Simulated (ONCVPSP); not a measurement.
## Transferability test, ONCV potential for Nb

```json
{
  "Element": "Nb",
  "Generator": "ONCVPSP 4.0.1",
  "Type": "optimised norm-conserving Vanderbilt (ONCV)",
  "Functional": "PBE",
  "Relativity": "fully relativistic",
  "Frozen core": "[Ar] 3d10",
  "Valence charge": "13",
  "Reference configuration": "4s2 4p6 4d4 (charge +1)",
  "Partial waves": "4s: rc 1.30 bohr, ncon 4, nbas 7, qcut 5.8 1/bohr, 1 projector; 4p: rc 2.00 bohr, ncon 4, nbas 8, qcut 7.3 1/bohr, 2 projectors, debl 3.5 Ha; 4d: rc 1.65 bohr, ncon 4, nbas 8, qcut 5.2 1/bohr, 1 projector",
  "Local potential": "polynomial inside 0.85 bohr (lpopt 5, dvloc0 6 Ha)",
  "Core correction": "none"
}
```

Open shells are filled in proportion to 2j + 1.

Energies are relative to the spin-unpolarised reference configuration 4s2 4p6 4d4; without spin polarisation the order of configurations can differ from experiment. Not all tests gave a result: 1 of 4 tests not solved or not reliable.

| valence configuration | charge | ΔE all-electron (eV) | error AE − PS (meV) |
| --- | --- | --- | --- |
| 4s2 4p6 4d3 | +2 | 14.039 | +0.7 |
| 4s2 4p6 4d2 | +3 | 38.760 | +6.5 |
| 4s2 4p6 4d1 | +4 | 75.661 | +31 |

Levels in the configuration 4s2 4p6 4d2:

```tsv
level	all-electron (eV)	pseudo (eV)
4s j=1/2	-88.906	-88.858
4p j=3/2	-63.911	-63.892
4p j=1/2	-66.104	-66.081
4d j=5/2	-30.497	-30.486
4d j=3/2	-30.731	-30.718
```

Note: ghosts flagged at negative energy: s at -83.1 eV; no localised positive-energy state flagged. A true bound ghost makes a file unfit for plane-wave use.
